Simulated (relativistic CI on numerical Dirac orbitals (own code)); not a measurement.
Ni⁴⁺ in a cubic cluster: 2p photoemission with charge transfer

Computed with a charge-transfer multiplet model of a cubic metal-ligand cluster with up to 2 ligand holes, Slater and spin-orbit integrals from Dirac-Coulomb-Breit ions, Slater integrals scaled by 0.7. The ground state mixes d6 with configurations of k ligand holes L, whose averages lie at kΔ + k(k − 1)U_dd/2; a core hole lowers each added d electron by U_cd. 300 K, Lorentzian 0.6 eV and Gaussian 0.8 eV FWHM.

Atomic integrals in eV (Slater integrals scaled, ζ unscaled), ground: F2dd 9.934, F4dd 6.234, zeta_d 0.099; with the core hole: F2dd 11.067, F4dd 6.975, zeta_d 0.136, zeta_core 11.396, F2cd 6.763, G1cd 5.299, G3cd 3.018.

Cluster parameters (eV): Δ = 1.1, U_cd = 8.2, 10Dq = 1.05, 10Dq(ligand) = 0.5, V(eg) = 2.7, V(t2g) = -1.36, final-state hopping factor = 0.9.

```csv
Case,n_d,d6,d7L,d8L2,S
U_dd = 5.1 eV,6.75,0.37,0.52,0.11,0.11
U_dd = 7.2 eV,6.69,0.39,0.52,0.09,0.13
U_dd = 8.6 eV,6.67,0.41,0.52,0.07,0.15
```

Weights, n_d and S are thermal averages at 300 K. Binding energies count from the first peak over 30 % of the highest in each spectrum, which can be another peak from case to case. The parameters are a model scan and need not match a compound or its usual spin state. Peaks in eV (height, largest 100):
- U_dd = 5.1 eV: 0.0 (100), 2.6 (16), 3.8 (14), 5.9 (8), 10.0 (11), 11.8 (13), 17.9 (44), 29.0 (10)
- U_dd = 7.2 eV: 0.0 (100), 2.8 (16), 7.1 (6), 10.5 (9), 12.0 (11), 17.9 (41), 29.1 (8)
- U_dd = 8.6 eV: 0.0 (100), 2.9 (17), 11.0 (8), 12.3 (10), 17.9 (40), 29.4 (7)

For the case U_dd = 7.2 eV, Δ = 1.1 eV is smaller than U_dd = 7.2 eV, the charge-transfer side of the Zaanen-Sawatzky-Allen scheme. With the core hole the average of the configuration with one ligand hole lies at Δ − U_cd = -7.1 eV before mixing: it lies below the unscreened one, so the lowest final states are mostly screened and the unscreened weight appears at higher binding energy as a satellite.

With at most 2 ligand holes the space is cut while the next configuration still counts, so covalency is underestimated, and a final configuration with one more ligand hole, which can lie low, is missing from the spectra.
